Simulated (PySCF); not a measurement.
Cl$_{3}$OW (SMILES [O]=[W+]([Cl])([Cl])[Cl]), charge +1, singlet, at a GFN2-xTB geometry (such geometries of metal compounds can be far from the true shape) (the multiplicity is a formal guess) (core potentials on W), with bond 5-1 at 1.6 times its length. Base run: DF-SVWN5/def2-SVP run with PySCF.

PySCF was given this input:
```python
from pyscf import gto, scf, dft

mol = gto.Mole()
mol.atom = '''
    W     0.153257   -0.066619   -0.070020
    O     1.560623   -0.678386   -0.713011
    Cl    0.546049    0.882098    1.785123
    Cl   -0.700583    1.353971   -1.392436
    Cl   -2.087150   -2.562970    0.438234
'''
mol.basis = 'def2-svp'
mol.ecp = {'W': 'def2-svp'}
mol.charge = 1
mol.spin = 0
mol.verbose = 4
mol.build()

mf = dft.RKS(mol)
mf.xc = 'lda,vwn'
mf = mf.density_fit(auxbasis='def2-universal-jkfit')
mf.kernel()
```

Each row names what was changed in the base input (with any setting that the change needs).

```
change                                                                            ΔE vs base (mEh)        outcome
--------------------------------------------------------------------------------  ----------------  -------------
base                                                                                         0.000      converged
DIIS = EDIIS                                                                                     -  not converged
conv_tol = 1e-7                                                                              0.001      converged
conv_tol_grad = 1e-7                                                                         0.000      converged
conv_tol = 1e-11                                                                             0.000      converged
diis = off (with mf.max_cycle = 100)                                                             -  not converged
init_guess = atom                                                                            0.000      converged
diis_space = 12                                                                                  -  not converged
diis = off; damp = 0.3 (with mf.diis_start_cycle = 200; with mf.max_cycle = 150)                 -  not converged
init_guess = sap                                                                                 -  not converged
diis_space = 4                                                                                   -  not converged
init_guess = huckel                                                                              -  not converged
level_shift = 0.1 (with mf.max_cycle = 100)                                                      -  not converged
```
